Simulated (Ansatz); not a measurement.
CH₃BFO, SMILES `CB([O])F` radical. Total charge 0; spin multiplicity 2.

Cartesian coordinates in Å:
```
C 0.457 -0.388 -0.363
B -0.562 0.486 0.455
O -0.050 1.410 1.275
F -1.878 0.328 0.349
H 1.501 -0.142 -0.176
H 0.288 -1.438 -0.111
H 0.245 -0.256 -1.428
```

What are the harmonic wavenumbers in cm⁻¹ at PBE0-D4/def2-TZVP (Ansatz, finite differences of forces, unscaled)? (Estimate.)

The calculation gave: 117, 286, 374, 476, 782, 846, 877, 1189, 1281, 1408, 1456, 1476, 3051, 3127, 3166.

Is this a minimum?

Yes, all 15 modes are real.

Give the ideal-gas thermochemistry at 298.15 K and 1 bar (rigid rotor, harmonic oscillator; point group Cs, symmetry number 1).

Zero-point energy 119.1 kJ/mol; H(298) − E = 134.2 kJ/mol; entropy 296.5 J/(mol·K), of which translation 160.1, rotation 101.0, vibration 29.7, electronic 5.8; G(298) − E = 45.8 kJ/mol.

And at 400, 500, 600, 800 and 1000 K?


```json
{"T (K)": "400", "H − E (kJ/mol)": "142.0", "S (J/mol/K)": "319.0", "G − E (kJ/mol)": "14.4"}
{"T (K)": "500", "H − E (kJ/mol)": "150.9", "S (J/mol/K)": "338.7", "G − E (kJ/mol)": "-18.5"}
{"T (K)": "600", "H − E (kJ/mol)": "160.6", "S (J/mol/K)": "356.5", "G − E (kJ/mol)": "-53.3"}
{"T (K)": "800", "H − E (kJ/mol)": "182.4", "S (J/mol/K)": "387.7", "G − E (kJ/mol)": "-127.8"}
{"T (K)": "1000", "H − E (kJ/mol)": "206.4", "S (J/mol/K)": "414.4", "G − E (kJ/mol)": "-208.0"}
```

Rotational constants (cm⁻¹)?

0.3478, 0.2833, 0.1609.
